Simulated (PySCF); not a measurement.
## HoCl at PBE0

Computed with PBE0; Ho x2c-TZVPall, Cl x2c-TZVPall; spin-free X2C with a Gaussian nucleus (PySCF 2.14).

- state: quintet, about 10.0 electrons in the 4f shell (Mulliken), real f orbitals that mix terms, a second solution, started from another occupation
- bond length: 2.383 Å
- harmonic wavenumber: 354 cm⁻¹
- force constant: 2.13 mdyn/Å
- rotational constant Be: 0.1029 cm⁻¹
- anharmonicity ωexe: 1.01 cm⁻¹
- vibration–rotation constant αe: 0.000406 cm⁻¹
- energy of the minimum from ground-state Ho (4f11 6s2) + Cl: -3.89 eV
- bond order (Mayer): 1.12
- dipole moment (positive dipole means Ho(−)Cl(+)): -2.44 D

Spin–orbit coupling is left out, which matters for elements this heavy, above all for dissociation energies.
